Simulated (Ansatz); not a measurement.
Correlation energies of AlAsH₄Si (`[AlH]1[SiH2][AsH]1`) by basis set

Cartesian coordinates in Å:
```
Al 0.7468 -1.0973 0.2126
Si -1.1046 0.2547 -0.2571
As 0.7609 1.1655 1.0258
H 1.7148 -2.3313 0.0444
H -1.5126 0.9928 -1.4818
H -2.2437 0.1673 0.6938
H 1.6384 0.8484 -0.2377
```

Charge 0, multiplicity 1. Correlated methods include outer-core shells of As, which these sets cover unevenly. Scalar relativity is left out up to krypton. The structure was optimised at the PBE0-D4/def2-TZVP level. Frozen core, restricted reference, the Gaussian-basis code of Ansatz.

```
     basis      HF (Eh)  MP2 corr.  CCSD corr.       (T)  CCSD(T) total
  def2-SVP  -2766.90192   -0.39497    -0.42965  -0.01507    -2767.34664
def2-TZVPP  -2767.36879   -0.46892    -0.50310  -0.02240    -2767.89429
def2-QZVPP  -2767.42910   -0.76725           –         –              –
```
